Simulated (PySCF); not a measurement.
## Unknowns

Theory: shielding tensors at PBE0/pcSseg-1 (GIAO), GFN2-xTB geometry, in PySCF 2.14.0 with density-fitted response routines (in vacuum, non-relativistic, fast rotation and ring inversion assumed for equivalent nuclei, single conformer).

References, each an isolated molecule treated in the same way: 1H (σref 31.72), 13C (σref 186.93) vs TMS. Splittings of carbon signals by F and P are missing where no couplings were computed. Where no couplings were computed, multiplicities follow the n + 1 count of equivalent neighbours, and m marks all less simple cases (inequivalent or close neighbours, rings, F or P nearby). Shifts are as computed. Against solution values, carbons near 30 ppm lie about +3 ppm off and those near 130 ppm about +5 ppm. Of 1309 compounds with measured shifts, 239 miss one by over three times the rms of a fit or turn the order of signals round; such compounds aren't used in these exercises.

Question: C5H10F2O2Si. 1H NMR (600 MHz, computed): δ 6.18 (m, 1H), 3.85 (d, 3H), 3.64 (s, 3H), 3.57 (m, 1H), 3.47 (m, 1H), 0.59 (m, 1H). 13C{1H} NMR (computed): δ 125.9 (CH), 63.8 (CH), 61.2 (CH), 60.0 (CH3), 10.6 (CH). What is it?

Answer: SMILES CO[C@@H]1[C@H]([SiH3])[C@H]1OC(F)F. The formula gives 1 degree of unsaturation (1 ring in the answer). 5 carbon signals for 5 carbons: no two carbons are equivalent. Carbon types of the structure: 4 × CH, 1 × CH3, leaving 3 H on heteroatoms. δC 125.9: sp3 CH bonded to 2 F and O; 3 electronegative neighbours deshield it. δC 63.8, 61.2, 10.6: three-membered-ring carbon. δC 60.0: methyl carbon bonded to O; the inductive effect lowers its shielding. δH 6.18: hydrogen on an sp3 CH bonded to 2 F and O; its carbon carries F and O, which withdraws density.

The data come from this structure; uniqueness wasn't tested.

Question: C6H13FOSi. 1H NMR (300 MHz, computed): δ 5.86 (m, 1H), 5.19 (m, 2H), 5.06 (q, 2H), 4.54 (s, 2H), 2.07 (s, 3H), 0.24 (t, 3H). 13C{1H} NMR (computed): δ 157.6 (C), 126.6 (CH), 80.5 (CH2), 66.6 (CH2), 23.1 (CH3), -2.6 (CH3). Identify the compound.

Answer: `C[SiH2]OC/C(C)=C\CF`. Rings plus π bonds: 1 (no ring in the answer). 6 carbon signals for 6 carbons: no two carbons are equivalent. Carbon types of the structure: 1 × C, 1 × CH, 2 × CH2, 2 × CH3, leaving 2 H on heteroatoms. δC 157.6: fully substituted alkene carbon; the olefinic region. δC 126.6: alkene CH; an sp2 carbon of a C=C bond. δC 80.5: allylic sp3 CH2 bonded to F; the inductive effect lowers its shielding. δC 66.6: allylic sp3 CH2 bonded to O; pulled downfield by the heteroatom.

This is the structure that produced the data.
